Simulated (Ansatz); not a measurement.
Reaction (atomization): `[SiH3][Ga]([Cl])[Cl]` → 2 Cl• + Ga• + 3 H• + Si•

Isolated molecules relaxed with PBE0-D4/def2-TZVP in Ansatz; ΔE leaves out vibrations. CBS: MP2 limit from def2 TZ/QZ plus the TZ coupled-cluster correction, frozen cores. This one scheme is used for every species, atoms too. DFT in def2-TZVPP. B3LYP here is the variant with VWN-RPA as its local correlation; programs differ in this. HSE06 is defined as in plane-wave codes. No spin–orbit coupling; open shells (•) take unrestricted orbitals. Spin–orbit coupling would lower the free atoms: a little for Cl, Si; clearly for Ga. For Ga outer-core shells are correlated without core-valence functions, so the limit isn't a true one: a few kJ/mol of doubt a bond, and 10 to 20 or more in all where bonds break to atoms. Scalar relativity is left out up to krypton.

```csv
level,ΔE (kJ/mol),difference from CCSD(T)/CBS
PBE-D4,1925.8,-19.0
revPBE-D4,1884.8,-60.0
BLYP-D4,1878.7,-66.1
r2SCAN-D4,1954.6,9.8
B97M-V,1964.4,19.6
PBE0-D4,1923.0,-21.8
r2SCAN0-D4,1934.9,-9.9
HSE06-D4,1924.2,-20.6
BHLYP-D4,1893.4,-51.4
CAM-B3LYP-D4,1916.4,-28.4
ωB97X-V,1957.7,12.9
ωB97M-V,1935.0,-9.8
B2PLYP,1895.2,-49.6
PBE-QIDH,1936.0,-8.8
PBE,1906.4,-38.4
revPBE,1840.6,-104.2
BLYP,1838.5,-106.3
r2SCAN,1950.1,5.3
PBE0,1906.2,-38.6
B3LYP,1873.6,-71.2
r2SCANh,1941.2,-3.6
r2SCAN0,1929.3,-15.5
HSE06,1908.1,-36.7
BHLYP,1863.3,-81.5
CAM-B3LYP,1898.6,-46.2
LC-ωPBE,1910.5,-34.3
HF/def2-SVP,1474.3,-470.5
MP2/def2-SVP,1826.5,-118.3
CCSD/def2-SVP,1789.3,-155.5
CCSD(T)/def2-SVP,1809.2,-135.6
HF/def2-TZVPP,1481.7,-463.1
MP2/def2-TZVPP,1923.2,-21.6
CCSD/def2-TZVPP,1870.3,-74.5
CCSD(T)/def2-TZVPP,1898.4,-46.4
HF/def2-QZVPP,1482.2,-462.6
MP2/def2-QZVPP,1950.0,5.2
CCSD/def2-QZVPP,1900.1,-44.7
CCSD(T)/def2-QZVPP,1930.9,-13.9
HF/CBS(def2),1482.3,-462.5
MP2/CBS(def2),1969.6,24.8
CCSD(T)/CBS,1944.8,0
```

Largest T1 diagnostic among the species: 0.013.

From r2SCAN to r2SCAN0 (25 % exact exchange), in def2-TZVPP and without D4, ΔE moves by −20.9 kJ/mol: exact exchange takes away binding that semilocal exchange gives to molecules. In def2-TZVPP, CCSD(T) changes the Hartree–Fock value by +416.7 kJ/mol (the triples alone add +28.1 kJ/mol) and MP2 by +441.5 kJ/mol; breaking electron pairs costs correlation energy, which Hartree–Fock lacks. Leaving LDA and LC-ωPBE aside and taking each functional with its dispersion term where it has one, the values spread over 85.7 kJ/mol, from BLYP-D4 to B97M-V. LDA lies +254.7 kJ/mol from PBE without D4, its usual overbinding.

For atomizations the MP2-based limit and the directly extrapolated one differ by several kJ/mol either way, and by 10 to 25 for some Ge, Se and Sn compounds, so smaller differences from it don't rank the levels.
